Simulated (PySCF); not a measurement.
## Radial density of Be (beryllium, neutral)

UHF, [He] 2s2, closed-shell 1S. Computed with PySCF 2.14 in Sapporo-DZP-2012 (4s2p, 10 functions), with the spin-free X2C one-electron Hamiltonian (Gaussian nucleus).

| r (bohr) | 4πr²ρ (e/bohr) |
| --- | --- |
| 0.00780 | 0.02497 |
| 0.0131 | 0.06881 |
| 0.0221 | 0.1826 |
| 0.0371 | 0.4557 |
| 0.0624 | 1.058 |
| 0.105 | 2.139 |
| 0.177 | 3.482 |
| 0.297 | 3.932 |
| 0.500 | 2.472 |
| 0.841 | 0.7010 |
| 1.41 | 0.5915 |
| 2.38 | 0.7695 |
| 4.00 | 0.2493 |
| 6.73 | 0.01450 |

Densities and radii are taken from the X2C orbitals without a picture-change correction, which distorts them close to the nucleus.
